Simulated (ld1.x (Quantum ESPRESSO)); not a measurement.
## Cutoff test, carbon (C), ultrasoft

ld1.x (Quantum ESPRESSO) 7.5 input, shortened:

```
&input
   title='C', zed=6., rel=1, dft='PW91', iswitch=3,
   config='[He] 2s1.75 2p2.25'
 /
 &inputp
   pseudotype=3, tm=.true., lloc=-1, rcloc=1.45,
   nlcc=.true., new_core_ps=.true.,
   which_augfun='PSQ', rmatch_augfun=1.05
 /
4
2S  1  0   1.75   0.00  1.00  1.15  0.0
2S  1  0   0.00   2.05  1.00  1.15  0.0
2P  2  1   2.25   0.00  1.75  1.90  0.0
2P  2  1   0.00   0.20  1.75  1.90  0.0
 &test
   configts(1)='2s1.75 2p2.25'
 /
```

The pseudo-atom Hamiltonian at the reference potential is diagonalised in spherical Bessel functions j_l(qr) that vanish at 20 bohr, with q² up to the cutoff. All-electron valence levels (Ry): 2s -1.0226, 2p -0.4008.

**Question.** How do the lowest levels (Ry) of each channel move with the cutoff, and are there ghosts?

**Answer.**

```
cutoff (Ry)     s #1     s #2     p #1    d #1    f #1  Σ f·Δε (mRy)
          8  -1.0153  -0.0182  -0.2575  0.0771  0.1208         335.4
         10  -1.0154  -0.0182  -0.3164  0.0771  0.1208         202.7
         12  -1.0161  -0.0182  -0.3609  0.0771  0.1208         101.4
         15  -1.0175  -0.0183  -0.3928  0.0771  0.1208          27.1
         18  -1.0199  -0.0185  -0.3989  0.0771  0.1208           9.2
         21  -1.0211  -0.0186  -0.4004  0.0771  0.1208           3.5
         25  -1.0219  -0.0186  -0.4007  0.0771  0.1208           1.6
         30  -1.0224  -0.0186  -0.4007  0.0771  0.1208           0.7
         35  -1.0225  -0.0187  -0.4008  0.0771  0.1208           0.4
         40  -1.0225  -0.0187  -0.4008  0.0771  0.1208           0.3
        400  -1.0227  -0.0187  -0.4008  0.0771  0.1208           0.0
```

Result: no extra level below or beside the all-electron valence levels (s, p, d, f tested); 10 mRy is reached at 18 Ry and 1 mRy at 30 Ry.
